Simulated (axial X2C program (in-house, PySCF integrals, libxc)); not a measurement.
OZrO⁺: properties at the nuclei

Computed with an axial X2C code built on PySCF integrals: two-component X2C with atomic mean-field Coulomb and Gaunt terms, Gaussian nuclei, basis O dyall-av3z, Zr dyall-v3z with contracted cores.

O–Zr–O held linear, with bonds 1.784 and 1.784 Å (near the PBE0 minimum at charge 1 of the determinant lowest at the starting distance; the state shown can have its own minimum elsewhere, held linear; other orders of the atoms were not compared).

Determinant lowest in the PBE0 search, Ω = 1/2 (⟨Sz⟩ = 0.50, ⟨Lz⟩ = 0.00 at PBE0), spin on the atoms O 0.30, Zr -0.10, O 0.30:

| level | A∥/gI O (MHz) | qzz O (a.u.) | A∥/gI Zr (MHz) | qzz Zr (a.u.) |
| --- | --- | --- | --- | --- |
| PBE0 | 249 | 0.96 | 836 | -5.34 |
| HF | 409 | 1.53 | 1640 | -5.40 |
| BHandHLYP | 296 | 1.12 | 1110 | -5.34 |

Determinant 1.59 eV from it at PBE0 and this distance, Ω = 3/2 (⟨Sz⟩ = 0.50, ⟨Lz⟩ = 1.00 at PBE0), spin on the atoms O 0.32, Zr -0.14, O 0.32:

| level | A∥/gI O (MHz) | qzz O (a.u.) | A∥/gI Zr (MHz) | qzz Zr (a.u.) |
| --- | --- | --- | --- | --- |
| PBE0 | 115 | -2.00 | 70.8 | -10.38 |
| HF | 163 | -2.21 | 71.1 | -10.29 |
| BHandHLYP | 136 | -2.14 | 62.1 | -10.45 |

A∥ (defined per Ω) follows by multiplying with gI = μI/(I μN); qzz is the electric field gradient, eQq0 = 234.96 MHz × Q/barn × qzz. The operators were transformed with the bare-nucleus X2C matrices; with these basis sets, hyperfine constants and field gradients can be off by tens of per cent, and where levels differ in sign neither size nor sign is settled.

With gI(17O) = -0.7575, Q(17O) = -0.02558 barn, gI(91Zr) = -0.5214, Q(91Zr) = -0.176 barn (g factors from the IAEA table of nuclear moments by Stone; Q from Pyykkö, Mol. Phys. 2018), turn the PBE0 values of the first state into constants in MHz.

A∥(17O) = 249 × -0.7575 = -189 MHz; eQq0(17O) = 234.96 × (-0.02558) × (0.96) = -5.77 MHz; A∥(91Zr) = 836 × -0.5214 = -436 MHz; eQq0(91Zr) = 234.96 × (-0.176) × (-5.34) = 221 MHz.

The molecule was held linear; bending was not examined, so a bent shape may lie lower.

Each state is one determinant with collinear spin. Unrestricted Hartree–Fock can overshoot spin polarisation at the nuclei. The search compared states at one distance, so a state with another bond length can lie lower. PBE0 term energies can be off by some tenths of an eV.
